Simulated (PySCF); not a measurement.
Structure problem from calculated spectra and properties.

Formula: Cl3H3Si2.

| Item | Value |
| --- | --- |
| 1H NMR | chemical shifts (computed TMS as zero) by class: 3.73 (3 H) ppm [GIAO KT2/pcSseg-1] |
| UV, first state | lowest singlet excitation: 6.75 eV (184 nm, f = 0.167) [TDDFT B3LYP/def2-SVPD] |
| Polarisability | 97.2 au [B3LYP/def2-SVPD] |
| NMR, other nuclei | isotropic shieldings of nuclei other than C and H, by class: 316 (1 Si), 454 (1 Si), 739 (3 Cl) ppm [GIAO KT2/pcSseg-1] |
| Triplet | lowest triplet excitation (Tamm–Dancoff): 6.07 eV [TDA B3LYP/def2-SVPD] |
| Rotational structure | rotational constants A, B, C: 1.281, 1.181, 1.179 GHz [PBE0-D3(BJ)/def2-SVP] |
| Dipole | 1.76 D [B3LYP/def2-SVPD] |
| XPS | Si2p3/2 107.3, Si2p3/2 109.2, Cl2p3/2 206.4 (×3), Si1s 1847.0, Si1s 1849.3, Cl1s 2829.0 (×3) eV [ΔSCF SCAN, pcX-2 on the ionised atom, pcseg-1 elsewhere, spin-free X2C, 2p3/2 from a spin–orbit splitting computed afterwards within the 2p shell] |

Electronic properties: PySCF, gas phase, density fitting. Levels stand in brackets. Isolated species at its PBE0-D3(BJ)/def2-SVP geometry, gas phase. NMR classes are plain means over equivalent atoms (diastereotopic ones count apart unless rotation or inversion swaps them), as if these changed places fast.

Question: Propose a structure and show how it fits.

Answer: All hydrogens form one class (3.73 ppm): hydrogen on silicon. The other shieldings belong to: 316 ppm, silicon bonded to 3 Cl and Si; 454 ppm, silicon bonded to Si and 3 H; 739 ppm, chlorine bonded to Si. The core levels belong to: Si2p3/2 107.3 eV, silicon bonded to Si and 3 H; Si2p3/2 109.2 eV, silicon bonded to 3 Cl and Si; Cl2p3/2 206.4 eV, chlorine bonded to Si; Si1s 1847.0 eV, silicon bonded to Si and 3 H; Si1s 1849.3 eV, silicon bonded to 3 Cl and Si; Cl1s 2829.0 eV, chlorine bonded to Si. By its constants the optimised geometry is a nearly prolate symmetric top. Structure: Si(SiH3)Cl3 (`[SiH3][Si](Cl)(Cl)Cl`). The assignments are read from this structure; whether some other isomer fits the data as well wasn't checked.
